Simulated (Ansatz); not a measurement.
Relaxation of CH₄AlNO (8 atoms, charge 0, multiplicity 1), to a largest force component of 0.02 eV/Å in at most 50 steps.

The calculation used Ansatz 0.2.0, RKS PBE-D4/STO-3G.

```xyz
8
Properties=species:S:1:pos:R:3
N 0.305 1.235 -0.874
C 0.340 0.401 0.062
O 1.230 0.581 1.078
Al -0.739 -1.184 0.078
H -0.422 1.167 -1.689
H 1.076 1.861 -0.564
H -1.851 -1.419 -1.083
H -0.645 -2.241 1.258
```

Q: Where does it end, and by what steps?

A: It converged. Limits of this set-up: minimal basis. After 15 steps the energy has fallen by 1.965 eV; H8 moved furthest, 0.46 Å. The start is strongly strained (largest force component 11 eV/Å).

| step | energy less start (eV) | largest force component (eV/Å) | accepted |
| --- | --- | --- | --- |
| 0 | 0.0000 | 11.131 | yes |
| 1 | -1.4822 | 3.422 | yes |
| 2 | -1.8045 | 0.740 | yes |
| 3 | -1.8772 | 0.626 | yes |
| 4 | -1.9215 | 0.870 | yes |
| 5 | -1.9023 | 0.865 | no |
| 6 | -1.9563 | 0.105 | yes |
| 7 | -1.9519 | 0.226 | no |
| 8 | -1.9593 | 0.072 | yes |
| 9 | -1.9618 | 0.031 | yes |
| 10 | -1.9631 | 0.089 | yes |
| 11 | -1.9638 | 0.091 | yes |
| 12 | -1.9648 | 0.073 | yes |
| 13 | -1.9650 | 0.048 | yes |
| 14 | -1.9652 | 0.039 | yes |
| 15 | -1.9653 | 0.016 | yes |

```xyz
8
Properties=species:S:1:pos:R:3
N 0.577 1.028 -1.022
C 0.348 0.352 0.284
O 0.991 0.759 1.303
Al -0.799 -1.228 0.107
H -0.306 1.106 -1.604
H 0.985 2.002 -0.907
H -2.016 -1.139 -0.792
H -0.486 -2.480 0.898
```

Run time: 21 s on 1 thread of Intel(R) Xeon(R) 6975P-C (Granite Rapids), on a shared host, peak memory 0.15 GiB.
